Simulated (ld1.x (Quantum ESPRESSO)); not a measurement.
# What the settings do to the TM potential of mercury (Hg)

Base potential:

ld1.x (Quantum ESPRESSO) 7.5 input, shortened:

```
&input
   title='Hg', zed=80., rel=1, dft='PZ', iswitch=3,
   config='[Xe] 4f14 5d10 5f-2 6s1.5 6p0'
 /
 &inputp
   pseudotype=2, tm=.true., lloc=2,
   nlcc=.true., new_core_ps=.true., rcore=0.95
 /
4
6S  1  0   1.50   0.00  2.10  2.10  0.0
6P  2  1   0.00   0.00  2.30  2.30  0.0
5F  4  3  -2.00  -0.10  2.30  2.30  0.0
5D  3  2  10.00   0.00  2.00  2.00  0.0
 &test
   configts(1)='5d10 6s1.5 6p0'
 /
```

All-electron outer shells of the reference configuration (LDA (PZ), scalar-relativistic, ld1.x):

| shell | level (eV) | outermost node (bohr) | outermost maximum (bohr) |
| --- | --- | --- | --- |
| 4f | -100.74 | – | 0.37 |
| 5p | -71.19 | 0.51 | 0.92 |
| 5d | -14.45 | 0.55 | 1.17 |
| 6s | -11.02 | 1.08 | 2.16 |
| 6p | -4.28 | 1.27 | 2.98 |

Cutoffs, loose and tight: the cutoffs (Ry, on a coarse ladder) from which the occupation-weighted sum of valence levels, in a spherical-Bessel basis at the reference potential, stays within 10 and 1 mRy of its value at 400 Ry. They do not see the model core or the augmentation charge, which bear on the density cutoff. Test errors are all-electron minus pseudo excitation energies from the reference, over the configurations 5d10 6s2 6p0; 5d10 6s1 6p0; 5d10 6s0 6p0; 5d10 6s1 6p1; 5d9 6s2 6p1; 5d10 6s0 6p2; 5d9 6s0 6p0 (two spin-polarised tests are not counted in the largest error). A dash means not determined; rows that change the core or the reference have their own tests.

A true bound ghost makes a file unfit for plane-wave use even where its test errors are small: the radial tests pick states by their node count and pass the ghost by.

```csv
change,outcome,"cutoff, loose","cutoff, tight",bound ghosts,largest test error (meV)
base,generated,45 Ry,70 Ry,"s, p",-84
core correction none,generated,45 Ry,70 Ry,"s, p",-64
core correction Bessel-smoothed model core inside 0.94 bohr,generated,45 Ry,70 Ry,"s, p",-84
core correction Bessel-smoothed model core inside 1.14 bohr,generated,45 Ry,70 Ry,"s, p",-84
core correction Bessel-smoothed model core inside 1.44 bohr,generated,45 Ry,70 Ry,"s, p",-83
core correction Bessel-smoothed model core inside 1.80 bohr,generated,45 Ry,70 Ry,"s, p",-80
core correction Bessel-smoothed model core inside 2.08 bohr,generated,45 Ry,70 Ry,"s, p",-75
core correction Bessel-smoothed model core inside 2.44 bohr,generated,45 Ry,70 Ry,"s, p",-69
```
